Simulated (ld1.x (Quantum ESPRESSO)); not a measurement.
Before and after: TM semilocal potential for F

```json
{
  "Element": "F (Z = 9)",
  "Generator": "ld1.x (Quantum ESPRESSO) 7.5",
  "Type": "norm-conserving Troullier–Martins (semilocal form)",
  "Functional": "PBEsol",
  "Relativity": "scalar-relativistic",
  "Frozen core": "[He]",
  "Valence charge": "7",
  "Reference configuration": "2s2 2p3.5 (charge +1.5)",
  "Partial waves": "2p (bound): rc 0.90 bohr; 2s (bound): rc 0.75 bohr",
  "Local potential": "the s channel",
  "Core correction": "Bessel-smoothed model core inside 0.40 bohr"
}
```

All-electron outer shells of the reference configuration (PBEsol, scalar-relativistic, ld1.x):

```tsv
shell	level (eV)	outermost node (bohr)	outermost maximum (bohr)
2s	-57.12	0.24	0.74
2p	-38.14	–	0.66
```

Change: all radii but the core radius scaled by about 0.88 (s 0.66, p 0.80 bohr).

Cutoffs: the cutoffs (Ry, on a coarse ladder) from which the occupation-weighted sum of valence levels, in a spherical-Bessel basis at the reference potential, stays within 10 and 1 mRy of its value at 400 Ry; they do not see the model core or the augmentation charge, which bear on the density cutoff. Errors are all-electron minus pseudo energies relative to the spin-unpolarised reference configuration.

**Question.** How do hardness, ghosts and transferability respond?

**Answer.** The potential gets harder (180 Ry and 260 Ry → 200 Ry and 300 Ry); of the 7 tests that both files solve, the error grows in 0 and shrinks in 6 by more than 15 % and 0.3 meV (median size 1.6 → 1.1 meV); neither file shows a bound ghost. A smaller radius makes the pseudo-wave follow the all-electron one further in, where it bends more sharply, so more plane waves are needed. Less of the atom is replaced, so other configurations are described better. A semilocal file is local in each channel, so a ghost entry of none says nothing of the separable form that plane-wave codes build from it.

```csv
quantity,base,changed
"cutoff, loose",180 Ry,200 Ry
"cutoff, tight",260 Ry,300 Ry
loose cutoff by channel (10 mRy a level),"p 120 Ry, s 90 Ry","p 140 Ry, s 100 Ry"
bound ghosts,none,none
"error for 2s2 2p5, meV [ΔE -35.87 eV]",+0.6,+0.8
"error for 2s2 2p4, meV [ΔE -16.56 eV]",+1.6,+1.1
"error for 2s2 2p3, meV [ΔE 21.72 eV]",+0.8,-0.4
"error for 2s2 2p2, meV [ΔE 82.21 eV]",+39,+16
"error for 2s2 2p5.3, meV [ΔE -38.53 eV]",-1.1,0.0
"error for 2s1 2p6, meV [ΔE -17.18 eV]",+20,+4.2
"error for 2s2 2p4.5, meV [ΔE -28.36 eV]",+2.1,+1.6
```
